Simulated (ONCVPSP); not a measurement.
# Ge (Z = 32) ONCV: all-electron and pseudo phase curves

- Element: germanium
- Generator: ONCVPSP 4.0.1
- Type: optimised norm-conserving Vanderbilt (ONCV)
- Functional: LDA (Perdew-Wang 92)
- Relativity: scalar-relativistic
- Frozen core: [Ne]
- Valence charge: 22
- Reference configuration: 3s2 3p6 3d10 4s2 4p2
- Partial waves: 3s+4s: rc 1.10 bohr, ncon 3, nbas 7, qcut 10.9 1/bohr, 2 projectors; 3p+4p: rc 1.10 bohr, ncon 4, nbas 7, qcut 15.2 1/bohr, 2 projectors; 3d: rc 1.20 bohr, ncon 4, nbas 9, qcut 12.5 1/bohr, 2 projectors, debl 1.5 Ha; f scattering state at 0.33 Ha: rc 1.10 bohr, ncon 4, nbas 8, qcut 9.1 1/bohr, local
- Local potential: the f channel
- Core correction: polynomial model core, fcfact 0.7

The phase is arctan(r·R′/R) of the radial function R(r), unwrapped; energies in Ha, scanned from -8 to 5 Ha. A pole is an energy at which the radial function vanishes at the test radius. The pseudo phase is shifted by a multiple of π to meet the all-electron one at the reference energy, and phase errors are pseudo minus all-electron; the curves can meet again beyond the range given. Levels narrower than the energy grid can be missing from the lists of poles.

```
channel  radius (bohr)  reference energy (Ha)  poles, all-electron  poles, pseudo  unbroken range about the reference energy with phases within 0.05 rad  phase error 1 Ha above the reference energy (rad)
      s           1.11                  -0.44                -5.48   -5.48, -1.26                                                             above -1.2                                             +0.005
      p           1.11                  -0.15                -3.42          -3.41                                                        the whole range                                             +0.000
      d           1.22                  -1.09                -0.40          -0.40                                                        the whole range                                             +0.000
      f           1.11                   0.33                 none           none                                                        the whole range                                             +0.000
```

Note: no bound ghost flagged; GHOST(+) flagged for s at 68.1 eV.

Phases in the p channel:

| E (Ha) | all-electron | pseudo |
| --- | --- | --- |
| -7.96 | 1.156 | 1.157 |
| -7.24 | 1.082 | 1.083 |
| -6.52 | 0.947 | 0.948 |
| -5.80 | 0.619 | 0.620 |
| -5.08 | -0.365 | -0.364 |
| -4.36 | -1.231 | -1.231 |
| -3.64 | -1.520 | -1.520 |
| -2.92 | -1.656 | -1.656 |
| -2.20 | -1.747 | -1.747 |
| -1.48 | -1.825 | -1.825 |
| -0.76 | -1.904 | -1.904 |
| -0.04 | -1.997 | -1.997 |
| 0.68 | -2.122 | -2.122 |
| 1.40 | -2.306 | -2.305 |
| 2.12 | -2.598 | -2.596 |
| 2.84 | -3.044 | -3.038 |
| 3.56 | -3.545 | -3.537 |
| 4.28 | -3.920 | -3.912 |
| 5.00 | -4.152 | -4.145 |
